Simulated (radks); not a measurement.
Spin polarisation of the 5p5 shell in neutral iodine. Start: [Kr] 4d10 5s2 5p(up 2.5, down 2.5); electrons of 5p are moved from spin down to spin up, other shells keep equal spins. Calculated with a radial shooting solver on a logarithmic mesh with Libxc functionals: scalar-relativistic Kohn-Sham, SCAN, spin-polarised, spherical densities, finite nucleus; meta-GGA in the generalised Kohn-Sham scheme; Fermi nuclear charge, rms radius of each element as measured or else 0.836 A^(1/3) + 0.57 fm.

moment (Bohr magnetons) = 0: E - E(0) (eV) 0.000; e(5p up) (eV) -7.354; e(5p down) (eV) -7.354; 5s down minus up (eV) 0.000; 4d down minus up (eV) 0.000
moment (Bohr magnetons) = 0.25: E - E(0) (eV) -0.013; e(5p up) (eV) -7.458; e(5p down) (eV) -7.246; 5s down minus up (eV) 0.235; 4d down minus up (eV) 0.027
moment (Bohr magnetons) = 0.5: E - E(0) (eV) -0.053; e(5p up) (eV) -7.555; e(5p down) (eV) -7.138; 5s down minus up (eV) 0.454; 4d down minus up (eV) 0.055
moment (Bohr magnetons) = 0.75: E - E(0) (eV) -0.095; e(5p up) (eV) -7.646; e(5p down) (eV) -7.025; 5s down minus up (eV) 0.669; 4d down minus up (eV) 0.084
moment (Bohr magnetons) = 1: E - E(0) (eV) -0.185; e(5p up) (eV) -7.734; e(5p down) (eV) -6.910; 5s down minus up (eV) 0.882; 4d down minus up (eV) 0.113

At moment 1 the spin-polarisation energy is -0.185 eV and the 5p exchange splitting 0.824 eV, that is 0.824 eV per Bohr magneton; E = -I m^2/4 would give I = 0.739 eV.
